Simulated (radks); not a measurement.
The gold ion Au+, configuration [Kr] 4d10 4f14 5s2 5p5.75 5d10 6s0.25 (fractional occupations, a model configuration).

All-electron calculation, scalar-relativistic Kohn-Sham, BLYP, spin-unpolarised, spherical densities, finite nucleus; Fermi nuclear charge, rms radius 5.4371 fm. Program: a radial shooting solver on a logarithmic mesh with Libxc functionals.

Energy parts (eV):
total: -517227.86
kinetic: 578401.04
electron-nucleus: -1285938.69
Hartree: 200185.23
exchange-correlation: -9875.44

Orbitals (lengths in bohr, moments of r in powers of bohr):
| orbital | occ. | eigenvalue (eV) | <r> |
|---|---|---|---|
| 1s | 2 | -80759.42 | 0.01687 |
| 2s | 2 | -14258.48 | 0.07113 |
| 2p | 6 | -12332.59 | 0.06424 |
| 3s | 2 | -3372.788 | 0.1839 |
| 3p | 6 | -2813.896 | 0.1851 |
| 3d | 10 | -2215.589 | 0.1677 |
| 4s | 2 | -739.5254 | 0.4071 |
| 4p | 6 | -556.1827 | 0.4336 |
| 4d | 10 | -335.7376 | 0.4584 |
| 4f | 14 | -91.0009 | 0.4985 |
| 5s | 2 | -118.0693 | 0.9260 |
| 5p | 5.75 | -69.4065 | 1.070 |
| 5d | 10 | -16.0169 | 1.561 |
| 6s | 0.25 | -13.6165 | 2.630 |
| 6p | 0 | -7.0397 | 3.616 |

The highest occupied level is 6s at -13.617 eV. The density falls to 0.001 e/bohr^3 at r = 3.84 bohr.
